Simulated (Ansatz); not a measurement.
Basis-set series for C2H6FGaO (`C[CH2][Ga]([OH])[F]`). The species carries charge 0 and has multiplicity 1. The structure was optimised at the PBE0-D4/def2-TZVP level. It is one conformer, not always the lowest.

| functional | basis | functions | energy (Eh) | HOMO (eV) | LUMO (eV) |
| --- | --- | --- | --- | --- | --- |
| PBE0-D4 | def2-TZVPP | 256 | -2179.41546 | -8.37 | -0.47 |
| PBE0-D4 | def2-QZVPP | 497 | -2179.47454 | -8.40 | -0.69 |
| ωB97M-V | def2-TZVPP | 256 | -2179.73944 | -10.61 | 1.18 |
| ωB97M-V | def2-QZVPP | 497 | -2179.79645 | -10.65 | 0.73 |

Question: Give the rows for def2-SVP. (Estimate.)

Answer: Computed: 
| functional | basis | functions | energy (Eh) | HOMO (eV) | LUMO (eV) |
| --- | --- | --- | --- | --- | --- |
| PBE0-D4 | def2-SVP | 118 | -2178.85853 | -8.27 | -0.26 |
| ωB97M-V | def2-SVP | 118 | -2179.17341 | -10.50 | 1.46 |

Positive LUMOs are unbound and depend on the basis. Scalar relativity is left out up to krypton.
